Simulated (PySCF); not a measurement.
OV, SMILES [O]=[V] (connectivity only; charge and spin as stated), neutral, multiplicity 4. Atoms are numbered in the order given.

```xyz
2

V      0.0000     0.0000    -0.4078
O      0.0000     0.0000     1.1723
```
Charge 0, spin multiplicity 4.

Geometry: B3LYP-D3(BJ)/def2-TZVPD. The multiplicity is an assumed one; other spin states were not compared.

The numbers are results of r2SCAN/def2-TZVPD run with PySCF, not measurements.

Mulliken values depend strongly on the basis, most of all with diffuse functions as here. ESP charges are fitted to the potential on shells at 1.4 to 2.0 van der Waals radii. Atomic charges (e):

| atom | Mulliken | ESP fit | meta-Löwdin | Mulliken spin |
|---|---|---|---|---|
| V1 | 0.61 | ___ | 0.49 | 3.42 |
| O2 | -0.61 | ___ | -0.49 | -0.42 |

Q: Some entries are withheld; supply them. (An estimate is asked for; the answer gives what the named calculation found.)

A: 
- V1, ESP fit: 0.45
- O2, ESP fit: -0.45
